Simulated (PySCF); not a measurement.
# Hartree-Fock beside MP2: AlBClHN

All numbers below are calculated, not measured. The program is PySCF 2.14.0, an open-source quantum chemistry code, run on an isolated molecule that a program drew, which may never have been made. The molecule is AlBClHN (charge 0, doublet), drawn as the SMILES string `[AlH][N]=BCl`.

The geometry was optimised and harmonic frequencies were computed with HF and MP2, all in the cc-pV(D+d)Z basis, for the commonest isotopes, with a restricted reference for singlets and an unrestricted one otherwise, and a frozen core in MP2. Each result is a local minimum of its method.

Geometry at the HF minimum:
```xyz
5
AlBClHN, angstrom
Al   -3.0655    1.5489   -0.3587
N    -1.4184    2.0784    0.0460
B    -0.2397    2.4385    0.2378
Cl    1.3684    2.9312    0.5068
H    -4.1349    1.4680    0.8194
```

Lengths of the bonds as drawn, in Å (atoms numbered as above):
| bond | HF | MP2 |
|---|---|---|
| Al1-N2 | 1.777 | 1.799 |
| N2-B3 | 1.247 | 1.278 |
| B3-Cl4 | 1.703 | 1.705 |
| Al1-H5 | 1.593 | 1.592 |

Rotational constants, in GHz:
```
constant,HF,MP2
A,276,266.4
B,1.392,1.363
C,1.385,1.356
```

Harmonic frequencies in cm^-1, each column in rising order, so a row needn't be the same motion in every method:
| rank | HF | MP2 |
|---|---|---|
| 1 | 94 | 80 |
| 2 | 95 | 83 |
| 3 | 426 | 365 |
| 4 | 436 | 380 |
| 5 | 452 | 430 |
| 6 | 661 | 625 |
| 7 | 922 | ? |
| 8 | 1899 | 1891 |
| 9 | 2076 | 1930 |

**Estimate the missing MP2 frequency from the HF column.**

A single factor s that minimises the squared misfit of MP2 against s times HF over the other rows is sum(HF x MP2) / sum(HF^2) = 0.9547, with an rms misfit of 39 cm^-1. For rank 7 it gives 0.9547 x 922 = 880 cm^-1. The calculation gives 890 cm^-1, 10 cm^-1 above the estimate. The drawn bonds are on average 0.9 % longer in MP2 than in HF.
